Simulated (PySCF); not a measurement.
BF2, SMILES F[B]F (connectivity only; charge and spin as stated), charge +1, multiplicity 1. Geometry optimised at ωB97X-D3(BJ)/def2-TZVP. The multiplicity is an assumed one; other spin states were not compared. The isomer is the one that the SMILES or the coordinates give; other isomers of the formula were not compared.

TDDFT-PBE/def2-TZVPD in PySCF 2.14.0 puts the lowest singlet excitations at 11.15, 11.15, 11.25, 11.43, 11.43, 12.67 eV and the lowest triplet (TDA) at 10.51 eV.

**Question.** What are the lowest singlet roots from EOM-CCSD/aug-cc-pVDZ (PySCF)? (Estimate from the structure and the level; the computed values follow.)

**Answer.** 12.39, 12.39, 12.66, 12.66, 12.70, 14.30 eV; triplets 11.88, 12.01, 12.01 eV. S1 differs by 1.24 eV (second minus first; roots are paired by order, and the bases may differ).
